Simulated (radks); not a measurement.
Task: Coherent X-ray form factor from a spherical all-electron density. Calculated with a radial shooting solver on a logarithmic mesh with Libxc functionals: scalar-relativistic Kohn-Sham, PBE, spin-unpolarised, spherical densities, point nucleus.

| sin(theta)/lambda (1/angstrom) | f0 (electrons) |
|---|---|
| 0.05 | 56.582 |
| 0.1 | 55.373 |
| 0.15 | 53.500 |
| 0.2 | 51.142 |
| 0.25 | 48.492 |
| 0.3 | 45.728 |
| 0.4 | 40.356 |
| 0.5 | 35.607 |
| 0.6 | 31.573 |
| 0.8 | 25.305 |
| 1 | 20.960 |
| 1.25 | 17.496 |
| 1.5 | 15.214 |
| 2 | 11.585 |

The species is in the configuration that NIST lists as its ground one. Which atom or ion scatters so?

Result: The gadolinium ion Gd7+, [Kr] 4d10 4f6 5s2 5p3. Extrapolating in s^2 from the first two rows gives f0(0) = 57.0, near the electron count 57; among species with that count, the fall with angle is slower the higher Z, and the table is that of Z = 64; from so few rows the species is fixed only to a neighbour or two.
